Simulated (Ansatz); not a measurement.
One geometry of `[NH2][Al]([OH])[SH]`, several functionals.

```yaml
crystal:
  periodic: [false, false, false]
  atoms:
    - {symbol: N, position_ang: [-0.448889, 1.481067, 0.151732]}
    - {symbol: Al, position_ang: [-0.001721, -0.212615, -0.028926]}
    - {symbol: O, position_ang: [1.598420, -0.763069, -0.074013]}
    - {symbol: S, position_ang: [-1.566045, -1.717127, -0.210437]}
    - {symbol: H, position_ang: [0.192773, 2.250817, 0.241770]}
    - {symbol: H, position_ang: [-1.398500, 1.814172, 0.179412]}
    - {symbol: H, position_ang: [2.372266, -0.208428, -0.005295]}
    - {symbol: H, position_ang: [-0.656106, -2.701917, -0.310044]}
basis:
  gaussian: {orbitals: def2-TZVPP}
hamiltonian: {xc: pbe0, dispersion: d4}
output: {orbitals: {seedname: orbitals}}
```

```sh
$ ansatz run in.yaml --threads 2 --pin off --events-out ev --progress --plain
```

It prints (some lines left out):

```
Functional definition: PBE0
1157 factors; their error is unknown
mean field evaluation 1: about -21017.9762 eV, gradient 8.3e1 eV
mean field evaluation 2: about -20999.6628 eV, gradient 1.2e2 eV
mean field evaluation 4: about -21029.8132 eV, gradient 6.3e0 eV
mean field evaluation 8: about -21029.8894 eV, gradient 2.9e-1 eV
mean field evaluation 16: about -21029.9176 eV, gradient 1.1e-4 eV
mean field -21029.91756415 eV, -772.8352158923 hartree, gradient 1.6e-5 eV, S^2 0.000000; 0 other end points of the search recorded, 0 dependent functions left out
reference -21029.91759341 eV, -772.8352169676 hartree; 24, 24 occupied and 178, 178 virtual orbitals, 1157 factors
Total energy: -21030.04892387 eV, -772.8400432730 hartree
```

Hardware: 2 threads of a server CPU on a shared host. Wall time 1.2 s, peak host memory 0.43 GiB.

With the line `hamiltonian: {xc: pbe, dispersion: d4}` and forces (abridged; 1.1 s):

```
Functional definition: PBE
mean field evaluation 16: about -21028.2900 eV, gradient 3.1e-3 eV
mean field -21028.29001309 eV, -772.7754044940 hartree, gradient 6.5e-5 eV, S^2 0.000000
Total energy: -21028.44402180 eV, -772.7810642100 hartree
Atom 0 force     0.007782    -0.100471    -0.010224 eV/Å
Atom 1 force    -0.152479    -0.025136    -0.006587 eV/Å
Atom 2 force     0.030473    -0.407813    -0.043969 eV/Å
Atom 3 force    -0.324932     0.037457     0.001576 eV/Å
Atom 4 force     0.206772     0.273830     0.032200 eV/Å
Atom 5 force    -0.318781     0.136563     0.011869 eV/Å
Atom 6 force     0.381581     0.260107     0.032487 eV/Å
Atom 7 force     0.169585    -0.174537    -0.017353 eV/Å
Dipole moment:     0.260348     0.450308     0.052443 e Å
```

With the line `hamiltonian: {xc: {name: B97M-V}}` (abridged; 3 s):

```
Functional definition: B97M-V
mean field evaluation 16: about -21035.5484 eV, gradient 2.2e-4 eV
mean field -21035.54836372 eV, -773.0421439599 hartree, gradient 1.4e-5 eV, S^2 0.000000
Total energy: -21035.54842240 eV, -773.0421461165 hartree
```

The same input with `hamiltonian: {xc: {name: B2PLYP}}` (abridged; 2 s):

```
Functional definition: B2PLYP
mean field evaluation 16: about -21025.4774 eV, gradient 9.9e-5 eV
mean field -21025.47736401 eV, -772.6720415470 hartree, gradient 4.1e-6 eV, S^2 0.000000
12 core orbitals not correlated: weight in the atoms' cores, before any rotation towards them, 1.000 or more for the frozen orbitals, at most 0.000 for the correlated occupied ones
second order -23.38844307 eV of doubles, -0.00000000 eV of singles
Total energy: -21031.79239755 eV, -772.9041147492 hartree
```

The same input with `hamiltonian: {xc: {name: LC-wPBE}, dispersion: d4}` (abridged; 1.1 s):

```
WARN the engine holds no damping parameters fitted to this dispersion correction and functional, so the run takes those fitted to pbe0 (hamiltonian.dispersion, under Limitations)
Functional definition: LC-wPBE
mean field evaluation 16: about -21033.3723 eV, gradient 2.6e-5 eV
mean field -21033.37228158 eV, -772.9621744162 hartree, gradient 2.6e-5 eV, S^2 0.000000
Total energy: -21033.50361204 eV, -772.9670007218 hartree
```

Changing it to `hamiltonian: {xc: {name: BLYP}, dispersion: d4}` (abridged; 0.9 s):

```
Functional definition: BLYP
mean field evaluation 16: about -21039.9688 eV, gradient 1.3e-4 eV
mean field -21039.96884098 eV, -773.2045935031 hartree, gradient 1.7e-5 eV, S^2 0.000000
Total energy: -21040.29997745 eV, -773.2167625436 hartree
```

LC-ωPBE has ω = 0.4 bohr⁻¹; the program lends it PBE0's D4 damping.
